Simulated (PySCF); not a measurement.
Computed vibrations of GdH3(H2O)

GdH3(H2O) (singlet in the valence; each metal's 4f electrons, 7 of them, lie in its core potential, out of spins and levels). PySCF 2.14.0, RKS PBE0, Gd lcecp-1-SVP with ECP53, H def2-SVP, O def2-SVP; non-relativistic Hamiltonian with scalar-relativistic core potentials where named; density fitting; no spin-orbit coupling. Central differences of gradients.

```xyz
7

Gd    0.1300   -0.1453    0.1453
H     1.0212    1.5089    0.9777
H    -0.9785   -1.3618    1.3618
H     1.0212   -0.9777   -1.5089
O    -1.2021    1.2751   -1.2751
H    -1.1800    2.2325   -1.1333
H    -1.1800    1.1333   -2.2325
```

Run from Python with OMP_NUM_THREADS=2. Where DIIS fails, smearing, a level shift and second-order steps follow.
It took 36 s on 2 threads of Arm Neoverse V2, on a shared host.

(1) What are the harmonic wavenumbers and infrared intensities?

(2) Is this a minimum?

An lcecp potential fixes the number of 4f electrons, so in runs with it no electron can move into or out of that shell.

## Answers

(1) Modes are labelled in Cs; negative numbers are unstable modes, those under 60 cm⁻¹ near the noise; a finer grid moves soft modes by up to 10 cm⁻¹.
```json
{"cm⁻¹": "-110", "km/mol": "–", "symmetry": "a''"}
{"cm⁻¹": "117", "km/mol": "308.9", "symmetry": "a'"}
{"cm⁻¹": "204", "km/mol": "5.4", "symmetry": "a''"}
{"cm⁻¹": "224", "km/mol": "412.8", "symmetry": "a'"}
{"cm⁻¹": "327", "km/mol": "317.6", "symmetry": "a'"}
{"cm⁻¹": "371", "km/mol": "69.0", "symmetry": "a'"}
{"cm⁻¹": "493", "km/mol": "78.5", "symmetry": "a''"}
{"cm⁻¹": "553", "km/mol": "88.5", "symmetry": "a''"}
{"cm⁻¹": "562", "km/mol": "146.7", "symmetry": "a'"}
{"cm⁻¹": "1369", "km/mol": "1039.3", "symmetry": "a''"}
{"cm⁻¹": "1380", "km/mol": "1036.5", "symmetry": "a'"}
{"cm⁻¹": "1444", "km/mol": "64.9", "symmetry": "a'"}
{"cm⁻¹": "1610", "km/mol": "100.2", "symmetry": "a'"}
{"cm⁻¹": "3815", "km/mol": "121.0", "symmetry": "a'"}
{"cm⁻¹": "3908", "km/mol": "179.0", "symmetry": "a''"}
```

(2) No: 1 unstable; the lowest moves the atoms so:
```
Gd   0.00  0.00  0.00
H   -0.40  0.33 -0.22
H    0.00  0.07  0.07
H    0.40 -0.22  0.33
O    0.00  0.02  0.02
H    0.40 -0.01  0.14
H   -0.40  0.14 -0.01
```
